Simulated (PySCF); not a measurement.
PySCF input for C2H6AlF, SMILES [CH3][Al]([CH3])[F], PBE-D3(BJ)/def2-SVP. Coordinates come from a PBE-D3(BJ)/def2-SVP optimisation. The isomer is the one that the SMILES or the coordinates give; other isomers of the formula were not compared.

```python
import numpy as np
from pyscf import gto, scf, dft, df
from pyscf.hessian import thermo

mol = gto.M(
    atom='''
    Al   -0.02353301    0.02067917   -0.02095457
    C     1.75608428   -0.29247509   -0.76993326
    H     2.27720130   -1.14794964   -0.29330779
    H     2.39474844    0.60540256   -0.61950404
    H     1.71612925   -0.47207776   -1.86427590
    C    -0.71427745   -0.62728862    1.69050512
    H    -1.38342595   -1.49984317    1.52458529
    H    -1.32330849    0.14397898    2.20604692
    H     0.08943024   -0.95733194    2.38016886
    F    -1.07952075    0.95306380   -0.95385945
    ''',
    basis='def2-SVP',
    charge=0,
    spin=0,
    max_memory=1600,
    verbose=3,
)
mf = dft.RKS(mol, xc='pbe').density_fit(auxbasis='def2-universal-jkfit')
mf.disp = 'd3bj'
mf.grids.level = 3
mf.conv_tol = 1e-11
mf.max_cycle = 100
mf.kernel()

# [left out here: the lines that compute and print the analytic Hessian (its translational invariance restored by hand, since the grid's response is missing), thermochemistry and intensities]
```

Output:

```
converged SCF energy = -421.62209317901

WARN: DFTD3 does not support analytical Hessian, using finite difference


WARN: Mole.unit (angstrom) is changed to Bohr

Mode                                 0                   1                   2
Irrep
Freq [cm^-1]                        8.1207             17.8726            162.1185
Reduced mass [au]                   1.0605              1.0289              2.4479
Force const [Dyne/A]                0.0000              0.0002              0.0379
Char temp [K]                      11.6838             25.7147            233.2524
Normal mode                   x     y     z       x     y     z       x     y     z
       0  Al                -0.00  0.01  0.01   -0.01  0.01 -0.01   -0.04  0.04 -0.04
       1   C                -0.01 -0.02 -0.01   -0.01 -0.03  0.00    0.00 -0.06  0.11
       2   H                 0.14  0.21  0.24   -0.18 -0.26 -0.23   -0.11 -0.04  0.28
       3   H                -0.12  0.12 -0.40    0.12 -0.18  0.36    0.03 -0.08  0.11
       4   H                -0.09 -0.42  0.05    0.05  0.34 -0.06    0.15 -0.18  0.13
       5   C                -0.01 -0.02 -0.01    0.02  0.01  0.01    0.12 -0.05 -0.01
       6   H                 0.31 -0.27 -0.01    0.36 -0.26  0.05    0.12 -0.06  0.03
       7   H                -0.33 -0.18 -0.16   -0.31 -0.14 -0.16    0.18 -0.11  0.16
       8   H                 0.01  0.30  0.12    0.07  0.38  0.14    0.24 -0.08 -0.17
       9   F                 0.02  0.03  0.01   -0.01  0.01 -0.00   -0.04  0.04 -0.04
Mode                                 3                   4                   5
Irrep
Freq [cm^-1]                      198.5124            213.4268            523.9842
Reduced mass [au]                   3.3593              4.4346              1.9723
Force const [Dyne/A]                0.0780              0.1190              0.3191
Char temp [K]                     285.6151            307.0737            753.8965
Normal mode                   x     y     z       x     y     z       x     y     z
       0  Al                -0.06 -0.11 -0.05   -0.04  0.02  0.06   -0.01  0.01 -0.01
       1   C                -0.00  0.06  0.02   -0.08  0.03 -0.03    0.13  0.02 -0.03
       2   H                 0.12  0.14  0.03   -0.02  0.01 -0.14   -0.04 -0.10 -0.06
       3   H                -0.18  0.17  0.11   -0.07  0.03 -0.06    0.39 -0.14 -0.20
       4   H                 0.12  0.10  0.01   -0.22  0.10 -0.03   -0.05 -0.09 -0.01
       5   C                 0.02  0.03  0.04    0.02 -0.06  0.07   -0.07 -0.08  0.09
       6   H                 0.01  0.01  0.27    0.05 -0.08  0.05   -0.12 -0.09  0.43
       7   H                 0.09  0.13 -0.02    0.05 -0.13  0.20    0.06  0.08  0.02
       8   H                 0.10  0.15  0.01    0.10 -0.09 -0.04    0.04  0.10  0.06
       9   F                 0.05  0.07  0.01    0.10 -0.00 -0.12   -0.04  0.03 -0.03
Mode                                 6                   7                   8
Irrep
Freq [cm^-1]                      546.3295            612.7881            669.6862
Reduced mass [au]                   1.6227              1.3661              1.4609
Force const [Dyne/A]                0.2854              0.3022              0.3860
Char temp [K]                     786.0465            881.6657            963.5294
Normal mode                   x     y     z       x     y     z       x     y     z
       0  Al                 0.01 -0.01  0.01   -0.02 -0.01  0.02   -0.04 -0.05 -0.01
       1   C                -0.08  0.06  0.07    0.08 -0.05  0.05    0.04  0.08  0.03
       2   H                -0.24 -0.08 -0.01    0.39 -0.04 -0.29   -0.21 -0.10 -0.01
       3   H                 0.20 -0.11 -0.15   -0.03  0.06 -0.12    0.39 -0.15 -0.20
       4   H                -0.38 -0.04  0.10   -0.28  0.13  0.02   -0.23 -0.10  0.06
       5   C                 0.02 -0.02 -0.12   -0.05  0.06 -0.07    0.05  0.07  0.03
       6   H                -0.07 -0.00  0.26    0.11 -0.07  0.01    0.12  0.09 -0.44
       7   H                 0.18  0.22 -0.28    0.01 -0.13  0.28   -0.16 -0.16  0.12
       8   H                 0.10  0.20 -0.11    0.26  0.08 -0.41   -0.10 -0.19  0.07
       9   F                 0.03 -0.03  0.03   -0.02 -0.00  0.02    0.01  0.01  0.00
Mode                                 9                  10                  11
Irrep
Freq [cm^-1]                      686.6014            707.2375            847.2815
Reduced mass [au]                   1.5112              3.7455              8.2369
Force const [Dyne/A]                0.4197              1.1038              3.4840
Char temp [K]                     987.8666           1017.5573           1219.0494
Normal mode                   x     y     z       x     y     z       x     y     z
       0  Al                -0.01  0.01 -0.01   -0.09 -0.00  0.10    0.08 -0.07  0.07
       1   C                -0.02  0.05 -0.08    0.08 -0.01 -0.07   -0.03  0.02 -0.02
       2   H                -0.33  0.03  0.24    0.04  0.01  0.04   -0.15  0.01  0.10
       3   H                 0.11 -0.07  0.08    0.10 -0.03  0.02    0.00 -0.02  0.06
       4   H                 0.32 -0.14 -0.05    0.30 -0.06 -0.07    0.05 -0.05 -0.00
       5   C                -0.08  0.04 -0.02    0.06  0.01 -0.10   -0.02  0.02 -0.03
       6   H                 0.08 -0.10  0.10   -0.01  0.06 -0.08    0.05 -0.03 -0.01
       7   H                -0.00 -0.13  0.33    0.07  0.14 -0.27    0.02 -0.01  0.06
       8   H                 0.22  0.07 -0.34   -0.00  0.06 -0.01    0.09  0.04 -0.15
       9   F                 0.05 -0.05  0.05    0.01 -0.00 -0.01   -0.09  0.08 -0.08
Mode                                12                  13                  14
Irrep
Freq [cm^-1]                     1164.4510           1165.8578           1373.2245
Reduced mass [au]                   1.2323              1.2645              1.0527
Force const [Dyne/A]                0.9845              1.0126              1.1696
Char temp [K]                    1675.3857           1677.4099           1975.7643
Normal mode                   x     y     z       x     y     z       x     y     z
       0  Al                -0.01  0.00 -0.00   -0.01 -0.00  0.01    0.00  0.00 -0.00
       1   C                 0.08 -0.01 -0.03    0.09 -0.01 -0.04   -0.01  0.03 -0.03
       2   H                -0.28 -0.08  0.21   -0.27 -0.07  0.21    0.19  0.08 -0.14
       3   H                -0.27  0.19  0.18   -0.25  0.18  0.17    0.06 -0.11  0.44
       4   H                -0.37  0.01 -0.01   -0.35  0.01 -0.01   -0.15 -0.41  0.06
       5   C                -0.03 -0.03  0.08    0.04  0.03 -0.08    0.04 -0.01  0.02
       6   H                 0.05  0.00 -0.36   -0.05  0.00  0.36   -0.36  0.28  0.07
       7   H                 0.07  0.25 -0.25   -0.07 -0.25  0.25   -0.36 -0.23 -0.12
       8   H                 0.26  0.09 -0.22   -0.27 -0.09  0.23    0.19  0.08 -0.14
       9   F                 0.00 -0.00  0.00    0.00  0.00 -0.00   -0.00 -0.00  0.00
Mode                                15                  16                  17
Irrep
Freq [cm^-1]                     1374.6854           1377.3363           1378.4954
Reduced mass [au]                   1.0515              1.0508              1.0513
Force const [Dyne/A]                1.1708              1.1745              1.1771
Char temp [K]                    1977.8663           1981.6803           1983.3480
Normal mode                   x     y     z       x     y     z       x     y     z
       0  Al                 0.00 -0.00  0.00   -0.00  0.00 -0.00   -0.00 -0.01 -0.00
       1   C                 0.02  0.01  0.04   -0.00  0.04 -0.01   -0.01 -0.03 -0.03
       2   H                -0.25 -0.32 -0.28    0.12 -0.04 -0.27    0.18  0.30  0.36
       3   H                -0.23  0.23 -0.26   -0.02 -0.02  0.36    0.22 -0.20  0.08
       4   H                 0.24 -0.09  0.04   -0.08 -0.48  0.08   -0.19  0.28 -0.06
       5   C                 0.01 -0.04 -0.01   -0.04 -0.01 -0.02   -0.00 -0.04 -0.02
       6   H                -0.28  0.23 -0.19    0.26 -0.20 -0.15   -0.16  0.14 -0.24
       7   H                 0.03 -0.15  0.20    0.42  0.18  0.22    0.18 -0.07  0.27
       8   H                 0.09  0.45  0.13   -0.18  0.12  0.22    0.02  0.47  0.20
       9   F                -0.00  0.00 -0.00    0.00 -0.00  0.00    0.00  0.00  0.00
Mode                                18                  19                  20
Irrep
Freq [cm^-1]                     2963.8524           2965.1878           3053.5648
Reduced mass [au]                   1.0368              1.0368              1.0977
Force const [Dyne/A]                5.3663              5.3710              6.0302
Char temp [K]                    4264.3237           4266.2450           4393.3999
Normal mode                   x     y     z       x     y     z       x     y     z
       0  Al                 0.00 -0.00 -0.00    0.00 -0.00  0.00    0.00  0.00  0.00
       1   C                -0.03 -0.00  0.01   -0.03 -0.00  0.01    0.01  0.06  0.03
       2   H                 0.17 -0.29  0.17    0.16 -0.28  0.16    0.16 -0.25  0.15
       3   H                 0.26  0.39  0.07    0.25  0.37  0.07   -0.33 -0.45 -0.07
       4   H                -0.03 -0.06 -0.37   -0.03 -0.06 -0.35   -0.01 -0.05 -0.39
       5   C                -0.02 -0.02  0.03    0.02  0.02 -0.03    0.02  0.04  0.03
       6   H                 0.27  0.35  0.08   -0.28 -0.37 -0.08   -0.26 -0.33 -0.06
       7   H                 0.19 -0.26 -0.16   -0.20  0.27  0.17    0.17 -0.20 -0.13
       8   H                -0.27  0.10 -0.21    0.28 -0.11  0.22   -0.17  0.08 -0.15
       9   F                -0.00  0.00  0.00   -0.00  0.00 -0.00    0.00 -0.00 -0.00
Mode                                21                  22                  23
Irrep
Freq [cm^-1]                     3053.9564           3075.3739           3075.6009
Reduced mass [au]                   1.0974              1.1021              1.1020
Force const [Dyne/A]                6.0302              6.1414              6.1415
Char temp [K]                    4393.9633           4424.7784           4425.1049
Normal mode                   x     y     z       x     y     z       x     y     z
       0  Al                -0.00 -0.00 -0.00    0.00 -0.00 -0.00   -0.00  0.00 -0.00
       1   C                 0.01  0.05  0.02   -0.01  0.02 -0.03   -0.02  0.03 -0.07
       2   H                 0.12 -0.18  0.11    0.14 -0.23  0.12    0.30 -0.49  0.27
       3   H                -0.25 -0.34 -0.05   -0.01 -0.01 -0.01   -0.03 -0.03 -0.02
       4   H                -0.01 -0.04 -0.30    0.01  0.05  0.27    0.02  0.10  0.57
       5   C                -0.03 -0.05 -0.04    0.06 -0.04  0.01   -0.03  0.02 -0.01
       6   H                 0.34  0.44  0.08   -0.02 -0.05 -0.00    0.01  0.03  0.00
       7   H                -0.23  0.28  0.18   -0.31  0.40  0.27    0.14 -0.18 -0.13
       8   H                 0.23 -0.11  0.19   -0.46  0.18 -0.40    0.22 -0.09  0.19
       9   F                 0.00 -0.00  0.00   -0.00  0.00  0.00    0.00 -0.00  0.00
temperature 298.1500 [K]
pressure 101325.00 [Pa]
Rotational constants [GHz] 5.97489 4.82903 2.76367
Symmetry number 1
Zero-point energy (ZPE) 0.07111 [Eh]   186710.429 [J/mol]
                           tot       elec      trans        rot        vib
Entropy [J/mol/K]       374.739      0.000    162.766    107.959    104.015
Cv [J/mol/K]             95.764      0.000     12.472     12.472     70.820
Cp [J/mol/K]            104.078      0.000     20.786     12.472     70.820
Internal energy [J/mol]                      3718.434   3718.434 198782.632
Internal energy [Eh]   -421.54355  -421.62209
Enthalpy [J/mol]                             6197.391   3718.434 198782.632
Enthalpy [Eh]          -421.54260
Gibbs free energy [J/mol]                  -42331.166 -28469.428 167770.613
Gibbs free energy [Eh] -421.58516
mode   freq/cm-1   IR/(km/mol)
   1        8.12         0.172
   2       17.87         0.081
   3      162.12         1.046
   4      198.51        13.734
   5      213.43        18.133
   6      523.98         0.007
   7      546.33         0.017
   8      612.79         5.229
   9      669.69        99.379
  10      686.60        18.837
  11      707.24       135.195
  12      847.28       148.707
  13     1164.45        12.949
  14     1165.86        37.162
  15     1373.22         1.554
  16     1374.69         0.722
  17     1377.34         1.456
  18     1378.50         2.185
  19     2963.85         3.127
  20     2965.19         0.400
  21     3053.56         6.068
  22     3053.96         0.864
  23     3075.37         2.090
  24     3075.60         7.284
max |gradient| / (hartree/bohr): 0.00026871965887273534
APT charges: [ 1.3545 -0.4307  0.0193  0.0226  0.0174 -0.4305  0.0224  0.0175  0.0191
 -0.6116]
```

Self-consistency was reached.
